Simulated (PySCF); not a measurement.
Job file and geometry (Å, from GFN2-xTB) of an NMR shielding run on SMILES C1CC(S[SiH2][SiH2]N)CC1, C$_{5}$H$_{15}$NSSi$_{2}$, PySCF 2.14.0, density-fitted response routines, GIAO PBE0/pcSseg-1 NMR shielding, non-relativistic, gas phase; density fitting, a coarse starting grid and PySCF grid level 2 are the driver's defaults:

```
$ OMP_NUM_THREADS=1 python probes_run.py task.json out

{"job": {"kind": "nmr", "xc": "PBE0", "basis": "pcSseg-1"}, "charge": 0, "multiplicity": 1}
N      4.555375     0.704201     0.497990
Si     3.672180    -0.624928    -0.157493
Si     1.567961     0.253292    -0.432158
S      0.392776    -1.253747    -1.423577
C     -1.351795    -0.873439    -1.028398
C     -1.710944    -1.061797     0.456243
C     -2.431724     0.224655     0.876952
C     -2.942443     0.816547    -0.435351
C     -1.791811     0.542490    -1.398019
H      5.554279     0.616766     0.591031
H      4.191609     1.200111     1.295242
H      3.698073    -1.841988     0.678399
H      4.390454    -0.948906    -1.391064
H      1.457324     1.475454    -1.239081
H      0.847185     0.576742     0.807087
H     -1.889872    -1.600803    -1.639966
H     -2.365018    -1.926698     0.569760
H     -0.822314    -1.242761     1.059916
H     -3.233267     0.031077     1.588191
H     -1.727131     0.919545     1.337142
H     -3.839014     0.287747    -0.763031
H     -3.175098     1.877345    -0.354887
H     -2.076563     0.620455    -2.446236
H     -0.981956     1.248400    -1.207671
```

Problem. Write the output of this run.

Solution. 
```
coarse grid: 20664 points
cycle   1  E = -1230.6439113864  dE =  8.483e-01  |g| = 5.401e-01  |ddm| = 4.384e+00
cycle   2  E = -1230.6077044172  dE =  3.621e-02  |g| = 6.834e-01  |ddm| = 1.212e+00
cycle   3  E = -1230.7157654145  dE = -1.081e-01  |g| = 6.730e-02  |ddm| = 7.231e-01
cycle   4  E = -1230.7166551172  dE = -8.897e-04  |g| = 3.205e-02  |ddm| = 1.187e-01
cycle   5  E = -1230.7169012063  dE = -2.461e-04  |g| = 5.349e-03  |ddm| = 3.959e-02
cycle   6  E = -1230.7169066036  dE = -5.397e-06  |g| = 1.963e-03  |ddm| = 5.925e-03
final grid: 183216 points
cycle   7  E = -1230.7698126784  dE = -4.955e-05  |g| = 1.044e-02  |ddm| = 4.017e-02
cycle   8  E = -1230.7697905691  dE =  2.211e-05  |g| = 1.425e-02  |ddm| = 2.312e-02
cycle   9  E = -1230.7698382215  dE = -4.765e-05  |g| = 8.099e-04  |ddm| = 1.411e-02
cycle  10  E = -1230.7698383617  dE = -1.402e-07  |g| = 3.135e-04  |ddm| = 1.289e-03
cycle  11  E = -1230.7698383850  dE = -2.333e-08  |g| = 6.736e-05  |ddm| = 3.581e-04
cycle  12  E = -1230.7698383861  dE = -1.105e-09  |g| = 2.175e-05  |ddm| = 1.079e-04
cycle  13  E = -1230.7698383863  dE = -1.271e-10  |g| = 4.602e-06  |ddm| = 3.077e-05
converged SCF energy = -1230.7698383863

GIAO shielding tensors (ppm)
atom      isotropic    diamagn.    paramagn.     s11        s22        s33       span
  0 N      268.431     313.821     -45.390    230.256    263.474    311.564     81.308
  1 Si     399.711     878.412    -478.701    352.448    378.715    467.970    115.522
  2 Si     423.176     881.807    -458.630    387.995    416.506    465.027     77.032
  3 S      647.189    1059.592    -412.403    481.731    535.146    924.690    442.959
  4 C      141.316     251.809    -110.493    113.292    151.206    159.449     46.157
  5 C      147.768     248.483    -100.714    106.049    160.574    176.683     70.634
  6 C      154.966     247.620     -92.654    131.910    163.928    169.061     37.150
  7 C      155.079     250.889     -95.811    129.339    165.688    170.210     40.871
  8 C      148.351     247.925     -99.574    121.537    155.424    168.091     46.553
  9 H       31.784      25.106       6.679     23.275     27.287     44.791     21.516
 10 H       32.086      31.713       0.373     23.928     29.988     42.341     18.413
 11 H       26.517      29.023      -2.506     22.394     25.780     31.378      8.985
 12 H       26.758      28.376      -1.619     23.345     25.962     30.965      7.620
 13 H       26.971      30.701      -3.731     22.242     26.329     32.341     10.099
 14 H       27.154      32.098      -4.944     22.606     28.638     30.219      7.613
 15 H       28.575      33.544      -4.969     23.578     27.379     34.769     11.191
 16 H       29.415      31.629      -2.214     24.443     27.697     36.104     11.661
 17 H       30.027      31.969      -1.942     25.326     30.446     34.309      8.983
 18 H       29.928      29.372       0.556     25.052     26.917     37.815     12.763
 19 H       30.105      31.246      -1.141     25.875     28.760     35.680      9.804
 20 H       30.374      30.140       0.234     25.693     27.573     37.855     12.162
 21 H       29.894      29.374       0.520     25.359     26.672     37.649     12.290
 22 H       29.667      30.790      -1.123     25.006     27.794     36.201     11.195
 23 H       30.043      31.665      -1.622     24.262     31.222     34.646     10.384
```

Problem. Turn these shieldings into chemical shifts. Chemical shifts δ = σref − σ; ¹⁵N (267.73 ppm) vs NH3; TMS for ²⁹Si (349.16 ppm) and ¹³C (186.93 ppm) and ¹H (31.72 ppm); ³³S (503.73 ppm) vs CS2, all at this level.

Solution. Averaging equivalent atoms: N 0: -0.7; Si 1: -50.6; Si 2: -74.0; S 3: -143; C 4: 45.6; C 5/8: 38.9; C 6/7: 31.9; H 11/12: 5.08; H 13/14: 4.65; H 15: 3.14; H 16/22: 2.18; H 19/21: 1.72; H 17/23: 1.68; H 18/20: 1.57; H 9/10: -0.22 ppm. Experimental scales use liquid or dissolved standards, which lie at an offset from isolated NH3 (liquid NH3: subtract about 20 ppm).

Size and cost of the density-fitted run: 249 basis functions, 110 s wall time on 1 thread of an Arm Neoverse V1, shared host; peak memory 1.2 GiB.
